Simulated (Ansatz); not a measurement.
```xyz
5

F    -0.2374    1.8428    0.4267
Sn    0.2016    0.0258    0.9245
Se   -0.3405   -1.3607   -1.1380
H     1.9264    0.0494    1.1492
H    -1.5502   -0.5573   -1.3624
```

The species carries charge 0 and has multiplicity 2. Sn takes the def2 core potential.

Problem. List the r2SCAN/def2-TZVPP orbital energies in eV (the Gaussian-basis code of Ansatz). (Best estimate.)

Solution. Computed: α occupied: -12334.59, -1575.23, -1412.47, -1412.46, -1412.41, -664.99, -211.35, -154.79, -154.73, -154.54, -137.94, -92.81, -92.74, -92.69, -55.18, -55.16, -55.01, -54.97, -54.94, -29.87, -27.19, -27.13, -27.10, -27.04, -26.66, -18.49, -13.13, -10.49, -9.78, -9.49, -9.39, -8.29, -6.92, -5.92. α empty: -1.39, -1.20, -0.42, 0.19, 2.78, 3.12, 3.25, 3.68. β occupied: -12334.57, -1575.23, -1412.47, -1412.44, -1412.40, -664.92, -211.34, -154.78, -154.70, -154.53, -137.91, -92.75, -92.72, -92.67, -55.15, -55.13, -54.99, -54.94, -54.91, -29.75, -27.09, -27.02, -27.00, -26.97, -26.56, -18.29, -12.72, -10.36, -9.51, -9.36, -9.22, -7.92, -6.68. β empty: -4.46, -1.11, -0.77, -0.28, 0.83, 2.82, 3.19, 3.42. ⟨S²⟩ = 0.756.
